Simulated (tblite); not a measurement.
Species: C4H8F3PSSi.
SMILES with atom numbers: `[F:1][C:2]([F:3])([F:4])[P@:5]1(=[S:6])[CH2:7][C@H:8]([SiH3:9])[CH2:10]1` (hydrogens: H11, H12 on C7; H13 on C8; H14, H15, H16 on Si9; H17, H18 on C10)

Computed with GFN2-xTB (tblite), gas phase: L-BFGS steps from a force-field or distance-geometry start until the largest atomic force falls under 0.01 eV/Å.

Geometry at step 11:
```
atom  x, y, z in Å
F1      2.9142    1.8119   -1.0569
C2      2.4747    0.9591   -0.1297
F3      3.5274    0.3614    0.4284
F4      1.8731    1.6862    0.8284
P5      1.2276   -0.3198   -0.8643
S6      1.8785   -1.4659   -2.2653
C7     -0.3848    0.5802   -0.9957
C8     -1.0018   -0.5871   -0.1925
Si9    -2.5515   -0.1979    0.8406
C10     0.2780   -0.9731    0.5843
H11    -0.7937    0.7511   -1.9875
H12    -0.3775    1.5133   -0.4322
H13    -1.2087   -1.3972   -0.9015
H14    -2.8945   -1.4256    1.5606
H15    -2.1867    0.8854    1.7530
H16    -3.5968    0.2100   -0.0987
H17     0.4229   -0.3619    1.4751
H18     0.3909   -2.0238    0.8357
```

Task: Give the atomic forces at this geometry.

Result: 
| atom | Fx (eV/Å) | Fy (eV/Å) | Fz (eV/Å) |
| --- | --- | --- | --- |
| F1 | -0.025 | -0.062 | 0.060 |
| C2 | -0.099 | -0.054 | -0.049 |
| F3 | -0.045 | 0.026 | -0.031 |
| F4 | 0.103 | -0.011 | -0.050 |
| P5 | 0.144 | 0.117 | 0.051 |
| S6 | 0.115 | 0.031 | -0.016 |
| C7 | -0.092 | -0.012 | 0.033 |
| C8 | 0.008 | -0.034 | -0.023 |
| Si9 | 0.036 | -0.031 | -0.024 |
| C10 | -0.102 | -0.001 | 0.020 |
| H11 | 0.017 | -0.016 | -0.072 |
| H12 | -0.015 | 0.022 | -0.004 |
| H13 | -0.055 | 0.022 | 0.042 |
| H14 | -0.010 | 0.070 | -0.008 |
| H15 | -0.026 | 0.000 | 0.012 |
| H16 | 0.018 | -0.002 | 0.056 |
| H17 | -0.003 | -0.003 | 0.029 |
| H18 | 0.032 | -0.063 | -0.028 |

The largest, 0.19 eV/Å, acts on P5; the rms over all components is 0.052 eV/Å. The forces sum to zero within rounding, as they must for an isolated molecule in no field.

Task: Give the force on P5 in Eh/bohr and in nN.

Result: 0.192 eV/Å ÷ 51.422 = 0.00374 Eh/bohr, and 0.192 eV/Å × 1.602 = 0.31 nN.

Task: How far is this geometry from the end of the optimisation?

Result: 0.064 eV above it, and 0.565 Å rms away after alignment. The bonds farthest from their final lengths, with half the difference of the two atoms' forces along the bond (positive lengthens):

```csv
bond,now (Å),final (Å),force along bond (eV/Å)
C2–P5,1.931,1.909,-0.15
C8–Si9,1.903,1.908,-0.01
C8–H13,1.096,1.092,-0.04
C7–C8,1.545,1.550,-0.03
C7–H11,1.086,1.090,+0.03
C10–H18,1.086,1.090,+0.03
```

The angle farthest from its final value is P5–C7–H11, 118.0° against 113.6°.
